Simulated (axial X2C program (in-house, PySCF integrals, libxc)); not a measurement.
**Potential curves of ZrP⁻, without spin–orbit coupling**

Calculated with an axial X2C code built on PySCF integrals. Spin-free means the one-electron spin-free X2C Hamiltonian. Basis: Zr dyall-acv3z [12s13p10d6f3g], P dyall-av3z [9s8p3d2f] (cores contracted in-house); Gaussian nuclei, density fitting, unrestricted open shells. Masses: Zr 89.905 u, P 30.974 u.

State: M_S = 0, Λ = 0 (closed shell). Energies in kJ/mol from the fragments at the same level (Zr + P-). Fits are polynomials in 1 − R0/R over 0.85 to 1.23 times the lowest point R0.

| R (Å) | PBE0 | CCSD | CCSD(T) | MP2 |
| --- | --- | --- | --- | --- |
| 1.9993 | -399.85 | -338.76 | -376.59 | -415.22 |
| 2.0652 | -435.13 | -380.30 | -421.13 | -459.77 |
| 2.1311 | -453.76 | -404.42 | -448.50 | -486.97 |
| 2.1970 | -459.20 | -414.62 | -462.21 | -500.50 |
| 2.2739 | -452.62 | -412.76 | -464.83 | -503.03 |
| 2.3508 | -435.59 | -399.62 | -456.61 | -495.03 |
| 2.4497 | -402.95 | -370.90 | -434.91 | -474.26 |

Correlated methods: 10 electrons correlated (number of frozen shells: Zr 4 s, 3 p, 1 d; P 2 s, 1 p), 328 virtual spin orbitals or spinors in MP2.

The state is one determinant whose occupation by symmetry is held fixed; it was picked as the lowest of a PBE0 search that is not exhaustive. The closed shell is kept restricted, so the energy runs too high when the bond is stretched far. Dissociation energies refer to the lowest single-determinant-based atoms at the same level and basis. Coupled cluster ran in a truncated set of natural virtual spinors; the MP2 energy of the rest was added. (T) has no such correction and the atoms are truncated less, which lowers De at CCSD(T) by a hundredth of an eV or more. PBE0 can misorder states that lie within some tenths of an eV, so this need not be the ground state of the molecule. The nearest other spin-free determinant of the search, M_S = 1, Λ = 2, lies 0.45 eV up at the distance of the search. The outer-core s and p shells of the metal are frozen in the correlated rows, which leaves out core–valence correlation; for alkali and alkaline-earth bonds that tends to lengthen them. The T1 diagnostic is large, a sign of multireference character. With the outer-core shells frozen, correlated bond lengths of heavy atoms tend to come out a few hundredths of an ångström too long. Coupled cluster ran on the points near the minimum only. MP2 and coupled cluster on one determinant become unreliable at the stretched end.

Question: What are Re, ωe and De at the PBE0 level?

Answer: At PBE0, spin-free: Re = 2.196 Å, ωe ≈ 540 cm⁻¹, De = 4.76 eV to Zr + P-; Be follows as 0.152 cm⁻¹.

Question: What are Re, ωe and De at the CCSD level?

Answer: At CCSD, spin-free: Re = 2.224 Å, ωe ≈ 530 cm⁻¹, De = 4.31 eV to Zr + P-; Be follows as 0.148 cm⁻¹.

Question: Fit the CCSD(T) curve near its minimum: give the equilibrium distance, the harmonic wavenumber and the well depth.

Answer: At CCSD(T), spin-free: Re = 2.251 Å, ωe ≈ 494 cm⁻¹, De = 4.82 eV to Zr + P-; Be follows as 0.144 cm⁻¹.

Question: What are Re, ωe and De at the MP2 level?

Answer: At MP2, spin-free: Re = 2.251 Å, ωe ≈ 489 cm⁻¹, De = 5.22 eV to Zr + P-; Be follows as 0.144 cm⁻¹.
